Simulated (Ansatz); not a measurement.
## What each rung costs, and what it gives

Saddle point of Si$_{2}$H$_{6}$OF$_{4}$, singlet (Si₂H₃F₃ ([F][Si]([F])([F])[SiH3]) + H₂O + HF → SiF₄ ([F][Si]([F])([F])[F]) + SiH₄ + H₂O; bonds formed: Si1–F7, Si2–H8, H6–O9; bonds broken: Si1–Si2, H6–F7, H8–O9), PBE0-D4/def2-TZVP structure:

```
atom    x (Å)    y (Å)    z (Å)
 Si1  -1.2011  -0.0881   0.3651
 Si2   0.3806   0.0864  -1.5772
  F3  -2.5265  -0.9616   0.3040
  F4  -1.8082   1.1593  -0.4940
  F5  -0.9958   0.7254   1.7452
  H6   1.1157  -0.7291   1.4728
  F7  -0.3096  -1.4237   0.9459
  H8   0.9710   0.2869   0.2895
  O9   1.5992   0.1143   1.2479
 H10   1.6682  -0.6549  -1.7116
 H11  -0.6538  -0.7176  -2.2874
 H12   0.4997   1.4323  -2.1817
 H13   1.2608   0.7704   1.8814
```

Barriers are electronic and count from the start structure reached by relaxing down the imaginary mode.

Ansatz 0.2.0; basis: as named in each row; cores frozen in the correlated methods. B3LYP uses VWN-RPA correlation. Extrapolation: Hartree–Fock as exp(−7.88 √X), correlation as X^−2.97.

Times are rough, for one single point on 4 threads of a shared host (AMD EPYC 7R13), with one NVIDIA H100 (or a share of it) where marked.

The estimate by CCSD(T) at an estimated basis limit (MP2 extrapolated from triple and quadruple zeta, plus CCSD(T) − MP2 in triple zeta) is 166.6 kJ/mol.

```json
{"method": "HF", "basis": "STO-3G", "time (s)": "under 1", "barrier (kJ/mol)": "376.8", "method less estimate": "210.2"}
{"method": "PBE-D4", "basis": "STO-3G", "time (s)": "under 1", "barrier (kJ/mol)": "108.4", "method less estimate": "-58.2"}
{"method": "SPW92", "basis": "def2-SVP", "time (s)": "under 1", "barrier (kJ/mol)": "47.2", "method less estimate": "-119.4"}
{"method": "B3LYP-D4", "basis": "6-31G", "time (s)": "1", "barrier (kJ/mol)": "164.6", "method less estimate": "-2.0"}
{"method": "PBE-D4", "basis": "def2-SVP", "time (s)": "1", "barrier (kJ/mol)": "99.7", "method less estimate": "-66.9"}
{"method": "PBE0-D4", "basis": "def2-SVP", "time (s)": "2", "barrier (kJ/mol)": "123.7", "method less estimate": "-42.9"}
{"method": "PBE-QIDH", "basis": "def2-TZVPP", "time (s)": "4 (H100)", "barrier (kJ/mol)": "159.3", "method less estimate": "-7.4"}
{"method": "r2SCAN0-D4", "basis": "def2-TZVPP", "time (s)": "5 (H100)", "barrier (kJ/mol)": "144.2", "method less estimate": "-22.5"}
{"method": "wB97M-V", "basis": "def2-SVP", "time (s)": "6", "barrier (kJ/mol)": "125.6", "method less estimate": "-41.0"}
{"method": "RPA on PBE", "basis": "def2-TZVPP", "time (s)": "6 (H100)", "barrier (kJ/mol)": "169.8", "method less estimate": "3.1"}
{"method": "B2PLYP", "basis": "def2-TZVPP", "time (s)": "6 (H100)", "barrier (kJ/mol)": "170.8", "method less estimate": "4.2"}
{"method": "wB97M-V", "basis": "def2-TZVPP", "time (s)": "7 (H100)", "barrier (kJ/mol)": "152.9", "method less estimate": "-13.8"}
{"method": "wB97X-V", "basis": "def2-TZVPP", "time (s)": "8 (H100)", "barrier (kJ/mol)": "161.7", "method less estimate": "-4.9"}
{"method": "CAM-B3LYP-D4", "basis": "def2-TZVPP", "time (s)": "8 (H100)", "barrier (kJ/mol)": "165.0", "method less estimate": "-1.6"}
{"method": "r2SCAN-D4", "basis": "def2-TZVPP", "time (s)": "8 (H100)", "barrier (kJ/mol)": "128.2", "method less estimate": "-38.5"}
{"method": "BLYP-D4", "basis": "def2-TZVPP", "time (s)": "9 (H100)", "barrier (kJ/mol)": "155.7", "method less estimate": "-11.0"}
{"method": "B3LYP-D4", "basis": "def2-TZVPP", "time (s)": "10 (H100)", "barrier (kJ/mol)": "166.0", "method less estimate": "-0.6"}
{"method": "PBE0-D4", "basis": "def2-TZVPP", "time (s)": "11 (H100)", "barrier (kJ/mol)": "146.5", "method less estimate": "-20.1"}
{"method": "MP2", "basis": "def2-QZVPP", "time (s)": "12 (H100)", "barrier (kJ/mol)": "165.0", "method less estimate": "-1.7"}
{"method": "PBE-D4", "basis": "def2-TZVPP", "time (s)": "13 (H100)", "barrier (kJ/mol)": "129.7", "method less estimate": "-36.9"}
{"method": "BHLYP-D4", "basis": "def2-TZVPP", "time (s)": "15 (H100)", "barrier (kJ/mol)": "185.2", "method less estimate": "18.5"}
{"method": "CCSD(T)", "basis": "def2-TZVPP", "time (s)": "15 (H100)", "barrier (kJ/mol)": "170.1", "method less estimate": "3.5"}
{"method": "SPW92", "basis": "def2-TZVPP", "time (s)": "17 (H100)", "barrier (kJ/mol)": "79.8", "method less estimate": "-86.8"}
{"method": "CCSD(T)", "basis": "def2-SVP", "time (s)": "20", "barrier (kJ/mol)": "169.4", "method less estimate": "2.8"}
{"method": "B97M-V", "basis": "def2-TZVPP", "time (s)": "20 (H100)", "barrier (kJ/mol)": "140.7", "method less estimate": "-25.9"}
```

All methods are single points on the PBE0-D4 structures.

No T1 diagnostic of these runs exceeds 0.013.

Labels in which every atom is bracketed show which atoms are joined, not bond orders.
